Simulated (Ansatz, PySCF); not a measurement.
Process, species as SMILES: CCN[SiH2]OC + 5 [H][H] (H2) → 3 C (CH4) + N (NH3) + O (H2O) + [SiH4] (SiH4)
Geometries: B3LYP-D3(BJ)/def2-TZVP minima from Ansatz (a program for electronic structure), one conformer each, not searched for the lowest. Frequencies are from Ansatz or PySCF.

Wanted: energy of full hydrogenation (0 K, with B3LYP-D3(BJ) harmonic zero-point energies), in eV. Valence correlation only, unless marked. Spin-orbit coupling is left out. Non-relativistic. Basis-set limits of correlation are two-point, X^-3; Hartree-Fock from the larger set.

CCSD(T)/CBS(cc-pV(T+d)Z,cc-pV(Q+d)Z) (Ansatz) gives -1.06 eV.

**Question.** Another calculation gave -1.06 eV. Which level was it?
(A) wB97X-V/def2-TZVPD (Ansatz)
(B) BHLYP/def2-TZVPD (Ansatz)
(C) r2SCAN0/def2-TZVPD (Ansatz)
(D) CAM-B3LYP/def2-TZVPD (Ansatz)

**Answer.** A, wB97X-V/def2-TZVPD (Ansatz). The others give -1.31 (CAM-B3LYP), -1.20 (r2SCAN0), -1.45 (BHLYP) eV.
